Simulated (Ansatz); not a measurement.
Molecule: BO (charge 0, doublet). 
Coordinates optimised at B3LYP-D3(BJ)/def2-TZVP (Ansatz, a quantum-chemistry and plane-wave program):
SMILES: [B]=O
```xyz
2

B      0.0000     0.0000    -0.7398
O      0.0000     0.0000     0.4623
```
Charge 0, spin multiplicity 2.

Basis-set convergence of Hartree-Fock and MP2 correlation energies (hartree) with Ansatz. Cores are frozen in the correlated levels unless marked. Open shells are spin-unrestricted. No spin-orbit coupling. No relativistic terms.

```
basis    functions      E(HF)  E(corr, MP2)
-------  ---------  ---------  ------------
cc-pVDZ         28  -99.52674      -0.23977
cc-pVTZ         60  -99.55653      -0.29796
cc-pVQZ        110  -99.56439      -0.32070
cc-pV5Z        182  -99.56608      -0.33006
```

Extrapolating the two largest sets (X = 4 and 5) as X^-3: E(corr) = (125·(-0.33006) - 64·(-0.32070))/61 = -0.3399 Eh, an estimate of the basis-set limit. The largest set recovers 97.1 % of it, the smallest 70.5 %.
